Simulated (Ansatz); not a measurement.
Species: C₆H₉FSi, charge 0, multiplicity 1. SMILES: C=C[Si](F)(C=C)C=C
Structure (B3LYP-D3(BJ)/def2-TZVP (Ansatz, a quantum-chemistry and plane-wave program) minimum search):
```
Si
F 1 1.6151
C 1 1.8562 2 107.58
C 3 1.3319 1 123.49 2 -135.02
H 4 1.0849 3 121.62 1 1.26
H 4 1.0851 5 116.02 3 -179.95
H 3 1.0882 4 118.12 5 179.99
C 1 1.8562 2 107.58 3 -120.00
C 8 1.3319 1 123.49 2 -135.02
H 9 1.0849 8 121.62 1 1.26
H 9 1.0851 10 116.02 8 -179.95
H 8 1.0882 9 118.12 10 179.99
C 1 1.8562 2 107.58 3 120.00
C 13 1.3319 1 123.49 2 -135.02
H 14 1.0849 13 121.62 1 1.26
H 14 1.0851 15 116.02 13 -179.95
H 13 1.0882 14 118.12 15 179.99
```

Wanted: vertical ionisation energy (to the doublet state of charge +1; each state is the SCF solution reached for its spin; the molecule has degenerate orbitals, so one determinant may break the symmetry), in eV. Valence correlation only, unless marked. Open shells are spin-unrestricted. Spin-orbit coupling is left out. No relativistic terms. 

```
level                    program  vertical ionisation energy (eV)
-----------------------  -------  -------------------------------
HF/aug-cc-pV(D+d)Z        Ansatz                             8.84
HF/aug-cc-pV(T+d)Z        Ansatz                             8.83
SVWN5/def2-TZVPD          Ansatz                             9.62
PBE/def2-TZVPD            Ansatz                             9.42
r2SCAN/def2-TZVPD         Ansatz                             9.54
B3LYP/def2-TZVPD          Ansatz                             9.74
PBE0/def2-TZVPD           Ansatz                             9.80
BHLYP/def2-TZVPD          Ansatz                             9.98
CAM-B3LYP/def2-TZVPD      Ansatz                            10.13
wB97M-V/def2-TZVPD        Ansatz                            10.24
wB97X-V/def2-TZVPD        Ansatz                            10.27
B2PLYP/def2-TZVPD         Ansatz                            10.25
SCS-MP2/aug-cc-pV(D+d)Z   Ansatz                            10.44
CCSD(T)/aug-cc-pV(D+d)Z   Ansatz                            10.38
```
